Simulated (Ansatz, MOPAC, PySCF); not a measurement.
Complex: HF (SMILES F) (first 2 atoms) with CH3Br (SMILES CBr); geometry from B3LYP-D3(BJ)/def2-TZVP, rigid monomers moved along the line of their centres of mass till H2···Br4 is 2.71 Å.
(charge 0, multiplicity 1):
```xyz
7

F     -0.03944    -0.14847     0.64158
H     -0.06252    -0.64869     1.43194
C     -0.26814     0.99316     4.18779
Br    -0.18993    -0.97053     4.12200
H     -1.20659     1.25919     4.66002
H     -0.21838     1.34635     3.16424
H      0.58255     1.32672     4.77049
```

Interaction energies are E(AB) − E(A) − E(B) at the monomers' geometry in the complex; basis-set methods are counterpoise corrected.

Cores are frozen in the correlated methods. Filled d and f shells under p-block atoms count as core. CBS(a, b) extrapolates the correlation energy as X⁻³ and adds the Hartree–Fock energy of set b. Rows in 6-31G* carry no dispersion term and start afresh at each structure (6-31G* with six Cartesian d functions); the Pople sets are all-electron and without relativity. The state reached by AM1 isn't checked.

Run with Ansatz (Gaussian basis) for Hartree–Fock, density functionals and correlated methods; MOPAC for AM1 (differences of heats of formation); PySCF for 6-31G* rows, the dispersion terms. Values without a source in brackets are computed.

```json
[
 {"level": "AM1", "interaction energy (kJ/mol)": "-4.2"},
 {"level": "r2SCAN/def2-TZVPPD", "interaction energy (kJ/mol)": "-17.7"},
 {"level": "B3LYP/6-31G*", "interaction energy (kJ/mol)": "-13.7"},
 {"level": "B3LYP-D4/def2-TZVPPD", "interaction energy (kJ/mol)": "-17.3"},
 {"level": "PBE0-D3(BJ)/def2-TZVPPD", "interaction energy (kJ/mol)": "___"},
 {"level": "wB97X-V/def2-TZVPPD", "interaction energy (kJ/mol)": "-17.2"},
 {"level": "MP2/CBS(aug-cc-pVDZ, aug-cc-pVTZ)", "interaction energy (kJ/mol)": "-16.6"},
 {"level": "SCS-MP2/aug-cc-pVTZ", "interaction energy (kJ/mol)": "___"},
 {"level": "CCSD(T)/CBS(aug-cc-pVDZ, aug-cc-pVTZ)", "interaction energy (kJ/mol)": "-16.8"}
]
```

Question: Some entries are withheld; supply them.

Answer: 
- PBE0-D3(BJ)/def2-TZVPPD, interaction energy (kJ/mol): -18.3
- SCS-MP2/aug-cc-pVTZ, interaction energy (kJ/mol): -14.5

Ansatz is a program for electronic structure.
